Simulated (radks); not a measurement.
Problem. Neutral iron: order these configurations by energy. All-electron calculation, Dirac Kohn-Sham, BLYP, spin-unpolarised, spherical densities, finite nucleus; Fermi nuclear charge, rms radius of each element as measured or else 0.836 A^(1/3) + 0.57 fm. Program: a radial shooting solver on a logarithmic mesh with Libxc functionals. Sub-shells are occupied by j as written (lower j first in brackets). [Ar] 3d(3/2: 3, 5/2: 3) 4s1 4p(1/2: 1, 3/2: 0); [Ar] 3d(3/2: 3, 5/2: 3) 4s2; [Ar] 3d(3/2: 4, 5/2: 1) 4s2 4p(1/2: 1, 3/2: 0); [Ar] 3d(3/2: 4, 5/2: 2) 4s1 4p(1/2: 1, 3/2: 0); [Ar] 3d(3/2: 4, 5/2: 2) 4s2; [Ar] 3d(3/2: 4, 5/2: 3) 4s1.

Solution. From the lowest, in eV above it: [Ar] 3d(3/2: 4, 5/2: 3) 4s1 0.000; [Ar] 3d(3/2: 4, 5/2: 2) 4s2 0.666; [Ar] 3d(3/2: 3, 5/2: 3) 4s2 0.819; [Ar] 3d(3/2: 4, 5/2: 2) 4s1 4p(1/2: 1, 3/2: 0) 4.751; [Ar] 3d(3/2: 3, 5/2: 3) 4s1 4p(1/2: 1, 3/2: 0) 4.904; [Ar] 3d(3/2: 4, 5/2: 1) 4s2 4p(1/2: 1, 3/2: 0) 9.252.
